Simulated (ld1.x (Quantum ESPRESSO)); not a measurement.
Configuration tests for nitrogen (N) (TM)

nitrogen (N), norm-conserving Troullier–Martins (Kleinman–Bylander form), made with ld1.x (Quantum ESPRESSO) 7.5 (Wu–Cohen, scalar-relativistic). Core [He], reference 2s1.5 2p3.5. Waves: 2s (bound): rc 0.80 bohr; 2p (bound): rc 2.35 bohr. Local part: all-electron potential smoothed inside 0.70 bohr (lloc = -2). Core correction: none.

Energies are relative to the spin-unpolarised reference configuration 2s1.5 2p3.5; without spin polarisation the order of configurations can differ from experiment.

Q: Give the all-electron excitation energy and the error of the potential for: 2s2 2p3; 2s2 2p2; 2s2 2p1; 2s1 2p0; 2s2 2p3.3; 2s1 2p4; 2s2 2p0.

A:

| valence configuration | charge | ΔE all-electron (eV) | error AE − PS (meV) |
| --- | --- | --- | --- |
| 2s2 2p3 | 0 | -5.712 | -3.6 |
| 2s2 2p2 | +1 | 7.849 | +164 |
| 2s2 2p1 | +2 | 36.667 | +938 |
| 2s1 2p0 | +4 | 161.300 | +5080 |
| 2s2 2p3.3 | -0.3 | -7.320 | -14 |
| 2s1 2p4 | 0 | 5.718 | -3.2 |
| 2s2 2p0 | +3 | 83.660 | +3152 |

Levels in the configuration 2s2 2p3.3:

```csv
level,all-electron (eV),pseudo (eV)
2s,-15.006,-14.941
2p,-3.730,-3.704
```
